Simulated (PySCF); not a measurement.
# Static response to an electric field

C3H7Ga.
SMILES with atom numbers: `[CH2:1]=[CH:2][CH2:3][GaH2:4]` (hydrogens: H5, H6 on C1; H7 on C2; H8, H9 on C3; H10, H11 on Ga4)

Structure used (PBE0-D3(BJ)/def2-SVP), in Å, numbered top down from 1:
```
atom  x, y, z in Å
C1    -1.766    0.819    0.144
C2    -0.841    0.039    0.713
C3     0.155   -0.806    0.004
Ga4    2.000   -0.068   -0.007
H5    -1.881    0.872   -0.945
H6    -2.438    1.436    0.745
H7    -0.784    0.030    1.810
H8    -0.109   -0.927   -1.063
H9     0.212   -1.824    0.427
H10    2.268    1.429    0.394
H11    3.189   -0.999   -0.463
```

Level: PBE0/def2-SVPD (PySCF), static field, nuclei fixed, core orbitals frozen in the response. The polarisability tensor in these axes (au):

```
x    89.12 -10.20  -0.82
y   -10.20  66.05   1.75
z    -0.82   1.75  55.89
```

Give the principal values, the mean and the anisotropy Δα = √{½[(α1 − α2)² + (α2 − α3)² + (α1 − α3)²]}.

Principal values 55.57, 62.46 and 93.04 au; mean 70.35 au = 10.43 Å³ = 11.60 × 10⁻⁴⁰ C²·m²/J; Δα = 34.54 au (49 % of the mean).

What is the dipole moment, and where does it point?

(0.07, -0.53, 0.01) D, 0.54 D in size, pointing from the negative to the positive side. Measured along this direction, the outermost atoms are H6 at the negative end and H9 at the positive end.

Give the eigenvalues of the traceless quadrupole moment Θ = ½Σq(3rr − r²1), origin at the centre of nuclear charge.

-5.73, -2.15, 7.88 D·Å. The values depend on the origin, since the dipole doesn't vanish. The electronic extent ⟨r²⟩ about the same centre is 653 bohr², a root-mean-square distance of 1.81 Å for the 56 electrons.

What would n − 1 = 2πNα be for an ideal gas of these molecules at 298.15 K and 1 atm, electronic part alone?

N = p/kT = 2.4615 × 10¹⁹ cm⁻³, so n − 1 = 2π × N × 10.43 × 10⁻²⁴ cm³ = 1612 × 10⁻⁶ at long wavelengths.

Find the Langevin capture rate constant for NH4+ (18.034 u) meeting this molecule (111.980 u), k = 2.342 × 10⁻⁹ cm³/s × √(α in Å³ / reduced mass in u).

The reduced mass is 15.53 u, so k = 1.92 × 10⁻⁹ cm³/s. The formula leaves out the permanent dipole, which adds to the capture rate.

What molar refraction does this α imply?

Lorentz–Lorenz: R = (4π/3)N_A α = 2.5225 cm³/(mol·Å³) × 10.43 Å³ = 26.3 cm³/mol, in the limit of long wavelengths.

In TDDFT the mean static polarisability is Σ f/ω² over all singlet excitations (ω in hartree). How much of it do the 10 lowest give? Their energies (eV) and oscillator strengths: 3.99, 0.0024; 5.29, 0.0001; 6.11, 0.0266; 6.16, 0.0024; 6.37, 0.4470; 6.96, 0.0282; 7.11, 0.0090; 7.14, 0.0047; 7.21, 0.0723; 7.26, 0.0174.

They add up to 10.76 au, 15.3 % of the 70.35 au; the largest single term is 8.16 au, from the state at 6.37 eV. Terms in order: 0.11, 0.00, 0.53, 0.05, 8.16, 0.43, 0.13, 0.07, 1.03, 0.24 au. Higher excitations give the rest. The strengths listed sum to 0.610.

Geometry: PBE0-D3(BJ)/def2-SVP, one conformer, isolated molecule. The calculation is non-relativistic, for gallium too.
